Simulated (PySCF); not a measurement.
# Trend along the alkaline earths: MS anions

CCSD(T) with double-zeta basis sets in PySCF, for the lowest determinant that a PBE0 search found; no spin–orbit coupling. De refers to high-spin ground-configuration atoms (the charge goes to the atom of lower measured ionisation energy or higher electron affinity, which is not always the lowest computed limit).

```tsv
M	basis	reference, frozen orbitals	charged atom	state (unpaired electrons)	Re (Å)	ωe (cm⁻¹)	De (eV)
Be	aug-pcseg-1	UHF, 5	S−	doublet (σ ↑)	1.845	852	n/a
Mg	def2-SVPD	UHF, 6	S−	doublet (σ ↑)	2.279	451	n/a
Ca	def2-SVPD	UHF, 10	S−	doublet (σ ↑)	2.501	371	n/a
Sr	def2-SVPD	UHF, 5	S−	doublet (σ ↑)	2.628	319	n/a
```

The shortest bond is that of BeS⁻ (1.845 Å), the longest that of SrS⁻ (2.628 Å).

The rows differ in basis set, which adds steps of its own.

Relativity is treated differently too: Be no relativity; Mg no relativity; Ca no relativity; Sr scalar-relativistic core potentials.

De is n/a where a free atom or ion gave no sound limit at this level.

Down a group bonds as a rule get longer and wavenumbers fall, partly through the reduced mass; this series shows no clear exception.

Correlated steps freeze the inner cores (5 to 10 orbitals); shallow outer-core shells are correlated. Spin–orbit coupling is left out. States were picked by a PBE0 search and need not be the measured ground states.
